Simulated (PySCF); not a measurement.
# `Cc1pcc(C(C)C)s1`: 4 charge schemes on one density

Species: C7H11PS.
Structure used (GFN2-xTB), in Å, numbered top down from 1:
```xyz
20
C7H11PS angstrom
C      3.8696   -0.5068    0.1289
C      2.4533   -0.0697    0.3007
P      1.9280    1.1978    1.3257
C      0.2298    0.9876    0.8923
C     -0.0971    0.0204    0.0028
C     -1.4733   -0.3183   -0.4946
C     -2.3668   -0.7673    0.6636
C     -2.0878    0.8765   -1.2268
S      1.2348   -0.9024   -0.6028
H      4.5217    0.1002    0.7534
H      4.1844   -0.4053   -0.9105
H      3.9900   -1.5538    0.4102
H     -0.5229    1.6225    1.3336
H     -1.3792   -1.1489   -1.2028
H     -1.9241   -1.6160    1.1802
H     -2.4983    0.0407    1.3788
H     -3.3446   -1.0611    0.2896
H     -3.0610    0.6075   -1.6306
H     -1.4471    1.1914   -2.0473
H     -2.2148    1.7156   -0.5473
```

Density: PBE0/pcSseg-1 (PySCF); schemes: Mulliken, IAO, Hirshfeld and ESP-fitted. Geometry: GFN2-xTB, one conformer, isolated molecule.

Give the atomic charges in each scheme.

In e:

| atom | environment | Mulliken | IAO | Hirshfeld | ESP-fitted |
| --- | --- | --- | --- | --- | --- |
| C1 | benzylic-type carbon | -0.132 | -0.420 | -0.127 | -0.531 |
| C2 | substituted aromatic carbon | -0.714 | -0.376 | -0.077 | +0.182 |
| P3 | phosphorus bonded to 2 C | +0.472 | +0.308 | +0.039 | -0.208 |
| C4 | aromatic CH carbon | -0.308 | -0.410 | -0.137 | +0.002 |
| C5 | substituted aromatic carbon | -0.306 | -0.125 | -0.013 | -0.328 |
| C6 | benzylic-type carbon | -0.278 | -0.098 | -0.021 | +0.490 |
| C7 | methyl carbon | -0.185 | -0.412 | -0.117 | -0.577 |
| C8 | methyl carbon | -0.186 | -0.412 | -0.117 | -0.588 |
| S9 | thiophene-type sulfur | +0.329 | +0.332 | +0.110 | -0.010 |
| H10 | methyl hydrogen | +0.128 | +0.160 | +0.049 | +0.177 |
| H11 | methyl hydrogen | +0.136 | +0.156 | +0.045 | +0.168 |
| H12 | methyl hydrogen | +0.136 | +0.156 | +0.045 | +0.168 |
| H13 | aromatic hydrogen | +0.105 | +0.159 | +0.045 | +0.145 |
| H14 | methine hydrogen | +0.116 | +0.134 | +0.035 | +0.032 |
| H15 | methyl hydrogen | +0.121 | +0.146 | +0.039 | +0.145 |
| H16 | methyl hydrogen | +0.110 | +0.138 | +0.040 | +0.148 |
| H17 | methyl hydrogen | +0.113 | +0.139 | +0.042 | +0.142 |
| H18 | methyl hydrogen | +0.113 | +0.139 | +0.042 | +0.147 |
| H19 | methyl hydrogen | +0.121 | +0.146 | +0.039 | +0.146 |
| H20 | methyl hydrogen | +0.110 | +0.138 | +0.040 | +0.150 |

Mean size of the charges over all atoms: IAO 0.225 e, ESP-fitted 0.224 e, Mulliken 0.211 e, Hirshfeld 0.061 e. Each set sums to the total charge, 0, to within 0.001 e. The Mulliken scheme gives each basis function's population to the atom it is centred on and halves the overlap population of two atoms between them. The ESP scheme is a least-squares fit of atom-centred charges to the potential on four shells outside the van der Waals surface, with the total charge fixed.

Lowest charge. The schemes don't all agree: Mulliken C2 (-0.714); IAO C1 (-0.420); Hirshfeld C4 (-0.137); ESP-fitted C8 (-0.588).

Highest charge. The schemes don't all agree: Mulliken P3 (+0.472); IAO S9 (+0.332); Hirshfeld S9 (+0.110); ESP-fitted C6 (+0.490).

How many electrons does the Mulliken scheme count on C8?

Z − q = 6 − (-0.186) = 6.186.

How closely do the schemes follow one another over all atoms?

Correlation coefficient and root-mean-square difference: IAO with Hirshfeld 0.98, 0.185 e; Mulliken with IAO 0.84, 0.143 e; Mulliken with Hirshfeld 0.75, 0.212 e; Hirshfeld with ESP-fitted 0.59, 0.249 e; IAO with ESP-fitted 0.55, 0.258 e; Mulliken with ESP-fitted 0.14, 0.358 e.
